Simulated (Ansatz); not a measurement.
Consider the cleavage of the B–Ga bond: `C[BH][GaH2]` + `NCF` → `CBNCF` + `[GaH3]`.

Gas-phase electronic energies from Ansatz, PBE0-D4/def2-TZVP geometries. CBS: MP2 limit from def2 TZ/QZ plus the TZ coupled-cluster correction, frozen cores. Functionals use def2-TZVPP. B3LYP here is the variant with VWN-RPA as its local correlation; programs differ in this. For Ga outer-core shells are correlated without core-valence functions, which leaves a few kJ/mol of doubt a bond. Scalar relativity is left out up to krypton. Each species was taken in one conformer, which may not be the lowest.

```json
{"level": "PBE-D4", "ΔE (kJ/mol)": "-141.6", "difference from CCSD(T)/CBS": "5.0"}
{"level": "r2SCAN-D4", "ΔE (kJ/mol)": "-148.0", "difference from CCSD(T)/CBS": "-1.4"}
{"level": "PBE0-D4", "ΔE (kJ/mol)": "-146.2", "difference from CCSD(T)/CBS": "0.4"}
{"level": "B3LYP-D4", "ΔE (kJ/mol)": "-150.6", "difference from CCSD(T)/CBS": "-4.0"}
{"level": "ωB97X-V", "ΔE (kJ/mol)": "-150.8", "difference from CCSD(T)/CBS": "-4.2"}
{"level": "ωB97M-V", "ΔE (kJ/mol)": "-154.2", "difference from CCSD(T)/CBS": "-7.6"}
{"level": "B2PLYP", "ΔE (kJ/mol)": "-153.0", "difference from CCSD(T)/CBS": "-6.4"}
{"level": "PBE", "ΔE (kJ/mol)": "-140.8", "difference from CCSD(T)/CBS": "5.8"}
{"level": "r2SCAN", "ΔE (kJ/mol)": "-147.5", "difference from CCSD(T)/CBS": "-0.9"}
{"level": "PBE0", "ΔE (kJ/mol)": "-145.5", "difference from CCSD(T)/CBS": "1.1"}
{"level": "B3LYP", "ΔE (kJ/mol)": "-149.5", "difference from CCSD(T)/CBS": "-2.9"}
{"level": "HF/def2-TZVPP", "ΔE (kJ/mol)": "-158.3", "difference from CCSD(T)/CBS": "-11.7"}
{"level": "MP2/def2-TZVPP", "ΔE (kJ/mol)": "-156.0", "difference from CCSD(T)/CBS": "-9.4"}
{"level": "SCS-MP2/def2-TZVPP", "ΔE (kJ/mol)": "-155.6", "difference from CCSD(T)/CBS": "-9.0"}
{"level": "CCSD/def2-TZVPP", "ΔE (kJ/mol)": "-151.2", "difference from CCSD(T)/CBS": "-4.6"}
{"level": "CCSD(T)/def2-TZVPP", "ΔE (kJ/mol)": "-151.7", "difference from CCSD(T)/CBS": "-5.1"}
{"level": "HF/def2-QZVPP", "ΔE (kJ/mol)": "-159.6", "difference from CCSD(T)/CBS": "-13.0"}
{"level": "MP2/def2-QZVPP", "ΔE (kJ/mol)": "-153.5", "difference from CCSD(T)/CBS": "-6.9"}
{"level": "SCS-MP2/def2-QZVPP", "ΔE (kJ/mol)": "-153.7", "difference from CCSD(T)/CBS": "-7.1"}
{"level": "HF/CBS(def2)", "ΔE (kJ/mol)": "-159.8", "difference from CCSD(T)/CBS": "-13.2"}
{"level": "MP2/CBS(def2)", "ΔE (kJ/mol)": "-150.9", "difference from CCSD(T)/CBS": "-4.3"}
{"level": "CCSD/CBS(def2)", "ΔE (kJ/mol)": "-146.1", "difference from CCSD(T)/CBS": "0.5"}
{"level": "CCSD(T)/CBS", "ΔE (kJ/mol)": "-146.6", "difference from CCSD(T)/CBS": "0"}
```

Largest T1 diagnostic among the species: 0.013.

From PBE to PBE0 (25 % exact exchange), in def2-TZVPP and without D4, ΔE moves by −4.8 kJ/mol.
